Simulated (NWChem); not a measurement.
# C2H7S cation; SMILES C[SH+]C

```xyz
10

C      0.5434     0.0034     1.4369
S     -0.5722     0.0454     0.0000
C      0.5434     0.0034    -1.4369
H      1.2826    -0.8132     1.3428
H     -0.0963    -0.1263     2.3312
H      1.0352     0.9942     1.4761
H     -0.9773    -1.2651     0.0000
H      1.2826    -0.8132    -1.3428
H     -0.0963    -0.1263    -2.3312
H      1.0352     0.9942    -1.4761
```
Atoms are numbered in this order, from 1.

Level: PBE-D3(BJ)/def2-SVP (NWChem), optimised geometry, unscaled harmonic frequencies. 

| frequency (cm⁻¹) | IR intensity (km/mol) |
|---|---|
| 176 | 0.1 |
| 200 | 0.5 |
| 253 | 0.0 |
| 633 | 4.0 |
| 695 | 0.0 |
| 733 | 5.7 |
| 784 | 1.8 |
| 894 | 3.8 |
| 1012 | 9.3 |
| 1040 | 15.4 |
| 1064 | 4.7 |
| 1279 | 0.8 |
| 1303 | 1.4 |
| 1375 | 5.3 |
| 1378 | 18.4 |
| 1388 | 32.8 |
| 1391 | 33.5 |
| 2549 | 21.3 |
| 2997 | 1.4 |
| 2999 | 15.1 |
| 3123 | 11.2 |
| 3123 | 26.6 |
| 3136 | 18.6 |
| 3138 | 4.7 |

```
Quantity                                                                           Result
-----------------------------------------------------------------------  ----------------
zero-point energy                                                           52.4 kcal/mol
thermal correction to the enthalpy at 298.15 K (with zero-point energy)     56.2 kcal/mol
heat capacity Cv                                                         16.9 cal/(mol K)
entropy at 298.15 K and 1 atm (symmetry number 1)                        70.0 cal/(mol K)
```

Rigid rotor and harmonic oscillator.
